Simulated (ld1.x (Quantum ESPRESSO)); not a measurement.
**Before and after: TM semilocal potential for I (Z = 53)**

iodine, norm-conserving Troullier–Martins (semilocal form), made with ld1.x (Quantum ESPRESSO) 7.5 (PBE, scalar-relativistic). Core [Kr] 4d10, reference 5s2 5p5. Waves: 5s (bound): rc 1.75 bohr; 5d channel at 0.05 Ry: rc 1.65 bohr; 5p (bound): rc 1.75 bohr. Local part: the p channel. Core correction: none.

Change: wave 5p (bound): rc 1.75 bohr becomes 5p (bound): rc 2.02 bohr.

Cutoffs: the cutoffs (Ry, on a coarse ladder) from which the occupation-weighted sum of valence levels, in a spherical-Bessel basis at the reference potential, stays within 10 and 1 mRy of its value at 400 Ry; they do not see the model core or the augmentation charge, which bear on the density cutoff. Errors are all-electron minus pseudo energies relative to the spin-unpolarised reference configuration.

**Question.** How do hardness, ghosts and transferability respond?

**Answer.** The potential gets softer (35 Ry and 70 Ry → 35 Ry and 50 Ry); of the 7 tests that both files solve, the error grows in 1 and shrinks in 2 by more than 15 % and 0.3 meV (median size 7.5 → 4.5 meV); neither file shows a bound ghost. A larger radius leaves more room for a smooth pseudo-wave, so fewer plane waves are needed. A semilocal file is local in each channel, so a ghost entry of none says nothing of the separable form that plane-wave codes build from it.

```tsv
quantity	base	changed
cutoff, loose	35 Ry	35 Ry
cutoff, tight	70 Ry	50 Ry
loose cutoff by channel (10 mRy a level)	s 25 Ry, p 12 Ry	s 25 Ry, p 15 Ry
bound ghosts	none	none
error for 5s2 5p4, meV [ΔE 11.13 eV]	-3.9	-4.5
error for 5s2 5p3, meV [ΔE 30.98 eV]	-16	-18
error for 5s2 5p2, meV [ΔE 60.31 eV]	-45	-46
error for 5s2 5p1, meV [ΔE 99.73 eV]	-88	-80
error for 5s2 5p4.5, meV [ΔE 4.53 eV]	-1.3	-1.5
error for 5s1 5p6, meV [ΔE 10.41 eV]	+4.4	+1.3
error for 5s1 5p5, meV [ΔE 22.11 eV]	+7.5	+2.0
```
